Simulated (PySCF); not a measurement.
C₅H₉PSi.
SMILES with atom numbers: `[SiH3:1][P:2]1[CH:3]=[CH:4][CH2:5][CH:6]=[CH:7]1`

NICS = −σ at a ghost point: NICS(0) at the centroid of the ring atoms, NICS(1) 1 Å to either side along the normal of their mean plane, zz for the tensor component along that normal. Level: GIAO PBE0/pcSseg-1 (PySCF, non-relativistic, gas phase) on the GFN2-xTB geometry, one conformer.

Ring bond lengths (Å), with Mayer bond orders in brackets: P2–C3 1.805 (0.95), C3–C4 1.326 (1.91), C4–C5 1.500 (1.05), C5–C6 1.500 (1.05), C6–C7 1.326 (1.91), C7–P2 1.805 (0.95).

Problem. Give the NICS values of each ring in ppm.

Solution. 
| ring | type | NICS(0) | NICS(1), two faces | NICS(1)zz, two faces | rms pucker (Å) | centre to ring atoms, mean (Å) |
| --- | --- | --- | --- | --- | --- | --- |
| P2–C3–C4–C5–C6–C7 | 6-membered ring with P; formal bonds 2 double, 4 single | -0.6 | -0.6 / -3.4 | 1.7 / -1.7 | 0.18 | 1.52 |

Problem. What do they say, and how far can they be read as aromaticity?

Solution. 
- P2–C3–C4–C5–C6–C7: mean NICS(1)zz 0.0 ppm, near zero. C5 has four or more neighbours, so the value isn't read as a sign of a π ring current. The two faces differ by 3.4 ppm, so no symmetry operation interchanges them.

Problem. At the second NICS(1) probe listed for ring P2–C3–C4–C5–C6–C7, 1 Å off the ring, how large is the induced field along the normal in 7.05 T applied along it?

Solution. NICSzz × B0 = -1.7 ppm × 7.05 T = -12 μT, against the applied field.
